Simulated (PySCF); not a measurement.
C2H7Al, singlet, geometry from GFN2-xTB (such geometries of metal compounds can be far from the true shape), atoms displaced at random by about 0.08 Å a coordinate.

Input for PySCF:
```python
from pyscf import gto, scf, dft

mol = gto.Mole()
mol.atom = '''
    Al    0.326296   -0.172985   -0.203075
    C    -0.504680   -1.644528    0.570010
    H    -0.036374   -2.719126    0.176381
    H    -1.602085   -1.559444    0.307278
    H    -0.415552   -1.780630    1.487963
    C     0.098279    1.726040   -0.043716
    H     0.706503    2.373304   -0.586421
    H    -0.009873    2.014672    1.088915
    H    -0.942176    2.217328   -0.440439
    H     1.652888   -0.213792   -1.171898
'''
mol.basis = 'sto-3g'
mol.charge = 0
mol.spin = 0
mol.verbose = 4
mol.build()

mf = dft.RKS(mol)
mf.xc = 'pbe'
mf.kernel()
g = mf.nuc_grad_method()
grad = g.kernel()
```

Problem. Give the dipole moment at the level PySCF with PBE/STO-3G, gradient.

Solution. 1.21 D

Problem. What HOMO energy does PBE/STO-3G, gradient give?

Solution. -3.39 eV

Problem. Estimate the Mulliken (on the basis functions themselves) charges in atom order that PBE/STO-3G, gradient returns for this input.

Solution. Al1 0.84, C2 -0.49, H3 0.05, H4 0.06, H5 0.10, C6 -0.44, H7 0.07, H8 0.03, H9 0.02, H10 -0.25

Problem. Estimate the number of basis functions that PBE/STO-3G, gradient returns for this input.

Solution. 26
